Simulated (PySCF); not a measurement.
UHF on Sc⁺ (scandium, charge +1)

Configuration: [Ar] 3d1 4s1, high-spin 3D determinant. All numbers are calculated (PySCF 2.14, scalar relativity by spin-free X2C-1e, in jorge-DZP-DKH (8s6p2d1f, 43 functions)).

| Item | Value |
| --- | --- |
| Total energy | -763.066414 hartree |
| One-electron energy | -1039.6099 hartree |
| Hartree (Coulomb) energy | 314.7641 hartree |
| Exchange energy | -38.2206 hartree |
| ⟨S²⟩ | 2.0011 |
| ⟨L²⟩ | 6.012 |
| Sum of ⟨r⟩ | 16.96 bohr |
| Sum of ⟨r²⟩ | 30.43 bohr² |
| Traceless quadrupole moment −½Σ⟨3z² − r²⟩ along its main axis | 0.798 e·bohr² |
| Langevin diamagnetic susceptibility | -24.1 ×10⁻⁶ cm³/mol |
| Time after the integrals | 0.16 s of wall time on 1 thread of Neoverse-V1 (shared host) |

```
shell  electrons  mean orbital energy (hartree)  spread (hartree)  rms radius, mean of both spins (bohr)
 1s α          1                     -167.07970                 0                                 0.0844
 1s β          1                     -167.07682                 0                                 0.0844
 2s α          1                      -19.52087                 0                                  0.370
 2s β          1                      -19.50289                 0                                  0.370
 2p α          3                      -15.94721           0.00313                                  0.340
 2p β          3                      -15.93301           0.01794                                  0.340
 3s α          1                       -2.87547                 0                                   1.15
 3s β          1                       -2.80757                 0                                   1.15
 3p α          3                       -1.86593           0.03583                                   1.27
 3p β          3                       -1.79138           0.05550                                   1.27
 3d α          1                       -0.59607                 0                                   1.87
 4s α          1                       -0.45095                 0                                   3.69
```

Densities and radii are taken from the X2C orbitals without a picture-change correction, which distorts them close to the nucleus.
